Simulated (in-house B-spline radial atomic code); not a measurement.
Values are calculated unless marked as measured or tabulated.
# Ga in an electron gas of r_s = 3: phase shifts, screening, friction and resistivity

A nucleus sits in a uniform electron gas with a rigid positive background. The Kohn-Sham equations are solved self-consistently in the spin-unpolarised LDA (PW92), non-relativistic, on B-splines with outgoing waves at the boundary and partial waves to l = 8. The model has no lattice, no bands and no magnetic solution. Atomic units; δ_l are the phase shifts at the Fermi level, counted so that each bound state adds π, and good to about 0.0005.

The density parameter is r_s = 3 bohr, near that of the valence electrons of Ag (1 per atom, density 10.5 g/cm³, mass 107.87 u, which gives r_s = 3.02).

| l | δ_l (rad) |
| --- | --- |
| 0 | 10.5326 |
| 1 | 7.3720 |
| 2 | 3.1960 |
| 3 | 0.0083 |
| 4 | 0.0011 |
| 5 | 0.0001 |
| 6 | 0.0001 |
| 7 | 0.0000 |
| 8 | 0.0001 |

Bound levels below the band bottom (hartree): p -39.76, s -4.917, p -3.26, d -0.413, s -0.06666 and deeper ones.

Question: Check the Friedel sum rule, and say where the screening charge sits.

Answer: k_F = (9π/4)^(1/3)/r_s = 0.63972. The rule is Z = (2/π) Σ (2l + 1) δ_l. The terms are s 6.705, p 14.079, d 10.173, f 0.037 and 0.009 beyond, in all 31.004 against Z = 31. Bound states hold 8 s, 12 p, 10 d electrons, so the scattering states carry 1.00 in all; where a term is smaller than its bound count, the bound level has drawn weight out of the band.

Question: Find the transport cross section and the electronic stopping of a 10 keV Ga ion (mass 69.72 u).

Answer: σ_tr = (4π/k_F²) Σ (l + 1) sin²(δ_l − δ_(l+1)). The terms for l = 0 to 3 are 0.0004, 1.4777, 0.0064, 0.0002, all together 1.4846, so σ_tr = 30.707 × 1.4846 = 45.588 bohr². With n = 3/(4π r_s³) = 0.008842, the friction coefficient is Q = n k_F σ_tr = 0.2579. For v well below v_F = 0.640, dE/dx = Q v; with 24801 eV per u at v = 1, v = √(10000/(24801 × 69.72)) = 0.0760, so dE/dx = 0.01961 hartree/bohr = 10.1 eV/nm. The largest term couples the p and d waves.

Question: What residual resistivity would 1 atomic per cent of such centres give in Ag?

Answer: Δρ = k_F n_i σ_tr/n in atomic units of 21.74 μΩ·cm. With one host atom per 1 electron, n_i/n = 0.01/1, so Δρ = 0.6397 × 0.01000 × 45.588 × 21.74 = 6.34 μΩ·cm. This is an atom added to the gas, as on an interstitial site.

Question: On a substitutional site the background of one host ion, a sphere holding 1 charge, is taken out. The phase shifts for l = 0 to 4 become 10.4095, 6.9968, 3.1452, -0.0005, 0.0002. What follows?

Answer: The Friedel sum is now 30.00, for Z − 1 = 30. The sum in σ_tr is 0.9216, so σ_tr = 28.30 bohr² and Δρ = 3.94 μΩ·cm per atomic per cent, 0.62 times the value above. A real host ion scatters too, so this model doesn't give zero even for the host's own atom.
